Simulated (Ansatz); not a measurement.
Two isomers of C2H6O2SSi: A = `CC(=S)O[SiH2]O`, B = `OC(=S)OC[SiH3]`.

Gas-phase electronic energies from Ansatz, PBE0-D4/def2-TZVP geometries. CBS: MP2 limit from def2 TZ/QZ plus the TZ coupled-cluster correction, frozen cores. Functionals use def2-TZVPP. B3LYP here is the variant with VWN-RPA as its local correlation; programs differ in this. Each species was taken in one conformer, which may not be the lowest.

A:

Z-matrix (Å, degrees):
```
C
C 1 1.494
H 1 1.095 2 109.8
H 1 1.086 2 110.7 3 120.7
H 1 1.095 2 110.2 3 -117.8
S 2 1.620 1 124.3 3 -119.1
O 2 1.339 1 115.2 3 60.7
Si 7 1.664 2 132.2 1 5.6
O 8 1.635 7 111.9 2 62.5
H 8 1.477 7 103.0 2 -176.5
H 8 1.477 7 110.4 2 -54.9
H 9 0.959 8 118.6 7 70.7
```

B:

```xyz
12

O     1.870    0.060   -1.357
C     1.511    1.028   -0.515
S     2.347    2.415   -0.307
O     0.404    0.753    0.140
C    -0.278   -0.493   -0.096
Si   -1.799   -0.537    1.027
H     2.685    0.367   -1.777
H    -0.564   -0.565   -1.149
H     0.393   -1.330    0.118
H    -1.379   -0.461    2.448
H    -2.703    0.592    0.699
H    -2.488   -1.829    0.771
```

Q: Which is lower in electronic energy at CCSD(T)/CBS, and by how much? (Best estimate.)

A: The calculation gave: A, by 276.7 kJ/mol.

Q: Give E(B) − E(A) in kJ/mol with r2SCAN-D4, B3LYP, ωB97M-V, MP2/def2-TZVPP, CCSD(T)/def2-TZVPP, B2PLYP, CCSD/def2-TZVPP. (Estimate.)

A: The calculation gave: r2SCAN-D4 258.5, B3LYP 259.1, ωB97M-V 263.3, MP2/def2-TZVPP 282.0, CCSD(T)/def2-TZVPP 270.0, B2PLYP 268.8, CCSD/def2-TZVPP 272.5. None reverses the order clearly.

Largest T1 diagnostic: 0.015.

The D4 term adds +4.9 kJ/mol with B3LYP and +2.6 kJ/mol with PBE0; it sums over pairs of atoms, weighted by their polarisabilities, and B3LYP, whose exchange is more repulsive, gets the larger term. From PBE to PBE0 (25 % exact exchange), in def2-TZVPP and without D4, E(B) − E(A) moves by +10.7 kJ/mol.
